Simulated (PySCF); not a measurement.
## CdP: frontier orbitals

PBE at R = 2.715 Å; basis Cd def2-SVP with ECP28, P def2-SVP; scalar-relativistic core potentials; PySCF 2.14. State: ⁴Σ⁻ (quartet), unpaired electrons σ ↑, π ↑↑. Only the outer orbitals are listed, counted within each symmetry, core potentials removing the inner ones.

| spin | orbital | occ. | ε (eV) | on Cd (%) | main shells (%) |
| --- | --- | --- | --- | --- | --- |
| α | 8σ | 1 | -7.12 | 52 | 50 Cd s, 46 P p |
| α | 4π | 1 | -5.98 | 4 | 96 P p |
| α | 4π | 1 | -5.98 | 4 | 96 P p |
| α | 9σ | 1 | -4.60 | 60 | 45 Cd s, 40 P p, 14 Cd p |
| α | 5π | 0 | -1.23 | 97 | 96 Cd p |
| α | 5π | 0 | -1.23 | 97 | 96 Cd p |
| α | 10σ | 0 | 0.22 | 97 | 92 Cd p |
| β | 8σ | 1 | -6.32 | 69 | 68 Cd s, 28 P p |
| β | 4π | 0 | -3.69 | 11 | 89 P p, 11 Cd p |
| β | 4π | 0 | -3.69 | 11 | 89 P p, 11 Cd p |
| β | 9σ | 0 | -3.39 | 47 | 52 P p, 27 Cd s, 19 Cd p |

Q: Which are the highest filled and the lowest empty level, where do they sit, and how wide is the gap?

A: Highest filled α 9σ at -4.60 eV (in %: 45 Cd s, 40 P p, 14 Cd p); lowest empty β 4π at -3.69 eV (in %: 89 P p, 11 Cd p); the gap at PBE is 0.91 eV.

```json
{"bond order (Mayer)": "0.78", "⟨S²⟩": "3.755", "charge on Cd (Mulliken, basis-dependent)": "0.08", "charge on Cd (Löwdin, basis-dependent)": "-0.05", "dipole moment (positive dipole means Cd(−)P(+))": "-0.58 D", "polarisability along the bond": "104.2 bohr³", "polarisability across the bond": "48.8 bohr³"}
```

Spin–orbit coupling is left out. The state is the lowest determinant that a PBE0 search found; another state may lie lower at other levels.
